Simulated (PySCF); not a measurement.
Cartesian coordinates (Å):
```xyz
7

C     -1.0482    -0.2473    -0.0050
C      0.0750     0.4758     0.1334
B      1.4595    -0.0947    -0.1206
O      2.5720    -0.5478    -0.3233
H     -2.0326     0.1860     0.1837
H     -1.0256    -1.2951    -0.3108
H     -0.0002     1.5232     0.4425
```
Charge 0, spin multiplicity 1.

Task: Predict the total energy, LUMO and dipole moment from PySCF with PBE-D3(BJ)/def2-TZVP.

Result: 
The total energy comes out as -177.9692 Ha. The LUMO is -2.69 eV. The dipole moment is 3.78 D.
